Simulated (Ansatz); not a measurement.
A structure relaxed at r2SCAN-D4/def2-SVP in Ansatz, charge 0, singlet:

```xyz
5

Mo    0.870   -1.218   -0.276
Mo   -1.190   -0.576    1.237
Mo    1.239    0.865   -0.998
Mo    0.207    1.224    1.016
Mo   -1.126   -0.295   -0.980
```

(1) Give its formula and point group.

(2) Summarise the bond lengths by kind (pairs closer than 1.2 times the sum of covalent radii, bridged metal pairs left out).

Answers

(1) Mo₅ (the lowest singlet isomer of a short search). Point group C2 (tolerance 0.1 Å).

(2) 10 × Mo–Mo 2.24 to 3.60 Å.

In the def2 sets Mo takes a core potential; there is no spin–orbit coupling. The restricted singlet is unstable towards broken spin symmetry at other levels; at r2SCAN-D4/def2-SVP this wasn't settled. The relaxation made no stability test and no search for a lower SCF solution. The structure comes from a short search, and lower isomers may exist.
